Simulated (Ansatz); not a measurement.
`[F][Hf]([SH])([SH])[SH]`, relaxed with RKS PBE0-D4/def2-TZVP in Ansatz from a GFN2-xTB geometry. The force threshold is 0.005 eV/Å; the program also tests the step.

Charge 0, multiplicity 1. Hf takes the def2 core potential.

Start:

```xyz
8

F     1.282    0.023   -0.853
Hf   -0.207    0.458    0.249
S    -1.605   -1.453   -0.486
S     0.934   -0.322    2.331
S    -0.821    2.492   -1.031
H    -0.997   -2.304    0.342
H     1.974   -0.633    1.555
H    -0.560    1.740   -2.108
```

**Question.** By how much does the energy fall, and how many steps does the optimiser take? (Estimate.)

**Answer.** The calculation gave: 66.40 kJ/mol, in 14 steps, 2 of them rejected.

**Question.** Which bonds change most? (An estimate is asked.)

**Answer.** The calculation gave: Hf2–S4 from 2.499 to 2.427 Å; Hf2–S5 from 2.480 to 2.427 Å; Hf2–S3 from 2.480 to 2.427 Å; S3–H6 from 1.334 to 1.349 Å.

**Question.** Give the relaxed structure. (Estimate.)

**Answer.** The calculation gave: 
```xyz
8

F     1.391   -0.621   -1.231
Hf    0.046   -0.021   -0.041
S    -1.941   -1.405   -0.194
S     0.817   -0.088    2.259
S    -0.605    2.264   -0.535
H    -1.186   -2.519   -0.287
H     2.030    0.373    1.889
H    -0.554    2.016   -1.860
```
